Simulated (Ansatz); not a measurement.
ClF₂HSTi, SMILES `[F][Ti]([F])([SH])[Cl]`, relaxed with RKS PBE0-D4/def2-TZVP in Ansatz 0.2.0 from a PBE-D4/def2-SVP geometry. The force threshold is 0.005 eV/Å; the program also tests the step.

Charge 0, multiplicity 1.

Start:

```xyz
6

F     0.819    0.119    1.638
Ti    0.476   -0.224   -0.036
F     1.099   -1.761   -0.549
S    -1.791   -0.311   -0.304
Cl    1.309    1.395   -1.260
H    -1.912    0.782    0.511
```

| step | energy (eV) | largest force (eV/Å) | largest move (Å) |
| --- | --- | --- | --- |
| 1 | -51915.0705 | 0.524 | 0.000 |
| 2 | -51915.0785 | 0.146 | 0.024 |
| 3 | -51915.0792 | 0.058 | 0.013 |
| 4 | -51915.0794 | 0.010 | 0.006 |
| 5 | -51915.0794 | 0.006 | 0.001 |
| 6 | -51915.0794 | 0.003 | 0.002 |

End:

```xyz
6

F     0.822    0.124    1.639
Ti    0.478   -0.216   -0.033
F     1.079   -1.759   -0.553
S    -1.769   -0.306   -0.300
Cl    1.306    1.389   -1.257
H    -1.917    0.768    0.503
```

Hardware: 4 threads of a server CPU on a shared host. Wall time 23 s, peak host memory 0.58 GiB.
